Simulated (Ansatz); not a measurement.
# Energy profile

The step: BH₃OF₂ ([OH2][BH]([F])[F]) + NH₃ → BNH₄OF₂ ([NH3][B]([OH])([F])[F]) + H₂; bonds formed: B1–N8, H2–H7, H5–N8; dative contacts that become bonds: B1–O6; bonds broken: B1–H2, H5–O6, H7–N8 (atoms numbered as in the saddle structure below).

```
11
angstrom
B -0.8543 -0.8381 -0.3959
H 0.0543 -0.1834 -1.2510
F -1.3393 -1.8185 -1.2126
F -1.7517 0.1600 -0.0775
H 0.8154 0.6294 1.1041
O -0.1334 -1.2777 0.7483
H 0.4272 0.5151 -0.6180
N 0.8230 1.2940 0.3308
H 0.1144 -2.1991 0.6621
H 1.7340 1.7209 0.2216
H 0.1105 1.9974 0.4880
```

Electronic energies by CCSD(T) at an estimated basis limit (MP2 extrapolated from triple and quadruple zeta, plus CCSD(T) − MP2 in triple zeta), on PBE0-D4/def2-TZVP structures; BNH6OF2, closed shell; no counterpoise correction. Ansatz 0.2.0; basis: def2-TZVPP and def2-QZVPP; cores frozen in the correlated methods. Extrapolation: Hartree–Fock as exp(−7.88 √X), correlation as X^−2.97.

**Question.** Give the profile in eV, counted from the separated reactants. (To be estimated.)

**Answer.** Computed:
```csv
point,eV
"separated: BHF2 (linked as [F][BH][F]; B1, H2, F3, F4; singlet) + H2O (H5, O6, H9; singlet) + NH3 (H7, N8, H10, H11; singlet)",0.000
start structure,-0.897
saddle,-0.245
end structure,-1.739
"separated: BHOF2 (linked as [OH][B]([F])[F]; B1, F3, F4, O6, H9; singlet) + H2 (H2, H7; singlet) + NH3 (H5, N8, H10, H11; singlet)",-1.069
```
The saddle lies below the separated reactants: the barrier is submerged.

No T1 diagnostic of these runs exceeds 0.014.

The step is the kind of ligand exchange by which a precursor binds to a hydroxyl group, or is hydrolysed, in atomic layer deposition of oxides.

For scale, one of the runs: CCSD(T)/def2-TZVPP, 239 basis functions, launched by `ansatz run in.yaml --threads 4 --pin off --events-out ev --progress --plain --max-ram 9574MiB`. The run took 3.4 min on 4 CPU threads of an Arm Neoverse V1 (shared host), with 5.1 GiB of host memory at its peak.
